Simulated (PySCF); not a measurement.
A structure optimised at TPSSh-D3(BJ)/def2-SVP, used in a PySCF frequency run:

```xyz
13

C      1.6466    -0.1398     1.2632
C      0.8759    -0.0700     0.1713
Cl     1.4861    -0.6391    -1.3889
Si    -0.8986     0.5653     0.0827
C     -2.0507    -0.8439    -0.3236
O     -1.3341     1.1696     1.5847
H      1.2381     0.2089     2.2163
H      2.6659    -0.5358     1.2504
H     -0.9336     1.6321    -0.9566
H     -3.0805    -0.4873    -0.4828
H     -1.7112    -1.3557    -1.2382
H     -2.0581    -1.5765     0.4991
H     -0.9627     2.0305     1.8218
```

**Question.** Write its SMILES and formula.

**Answer.** C=C(Cl)[Si@@H](C)O, C3H7ClOSi

**Question.** What are its rotational constants (standard atomic weights)?

**Answer.** 3.3435, 1.5219, 1.1746 GHz
